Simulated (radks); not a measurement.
Problem. The mean radii <r> (bohr) of the occupied orbitals of an atom or ion are listed with their occupations. Method: scalar-relativistic Kohn-Sham, PBEsol, spin-polarised, spherical densities, finite nucleus; Fermi nuclear charge, rms radius of each element as measured or else 0.836 A^(1/3) + 0.57 fm; computed with a radial shooting solver on a logarithmic mesh with Libxc functionals.

orbital  occ.     <r>
1s up       1  0.1984
1s down     1  0.1983
2s up       1  0.8911

Name the element and its charge. Open shells, if any, are filled with parallel spins first.

Solution. Z = 8, oxygen, charge +5: O5+ in [He] 2s1. The 1s radius gives Z: for a bare nucleus <r> = (2 gamma + 1)/(2Z) with gamma = sqrt(1 - (Z/c)^2), 0.1873 bohr for Z = 8, and screening makes it slightly larger (0.1984 here). The occupations add up to 3, and the charge is Z minus that.
